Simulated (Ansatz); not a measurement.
```yaml
atoms:
  - { symbol: Si, position_ang: [0.0000, 0.0000, 0.0000] }
  - { symbol: F, position_ang: [0.9891, 0.9891, 0.9891] }
  - { symbol: F, position_ang: [0.9891, -0.9891, -0.9891] }
  - { symbol: F, position_ang: [-0.9891, 0.9891, -0.9891] }
  - { symbol: F, position_ang: [-0.9891, -0.9891, 0.9891] }
```

Basis set: 6-31G* (spherical functions). Frozen core: 9 orbitals. Charge 0, multiplicity 1.

Computed with Ansatz (development build ahead of 0.2.0); each method stands on the lowest determinant of its kind that the runs found. Restricted open shells among the atoms or ions are ROHF, correlated in semicanonical orbitals with singles.

Problem. Give the atomization energy at this shape (free ground-state atoms in the same class of orbitals less the molecule, no zero-point energy) of singlet SiF₄ by RHF-MP2, RHF.

Solution.

| method | atomization energy |
| --- | --- |
| RHF-MP2 | 23.11 eV |
| RHF | 16.46 eV |

Caution: no unrestricted run beside it, a lower state can exist; the shape is not the minimum.
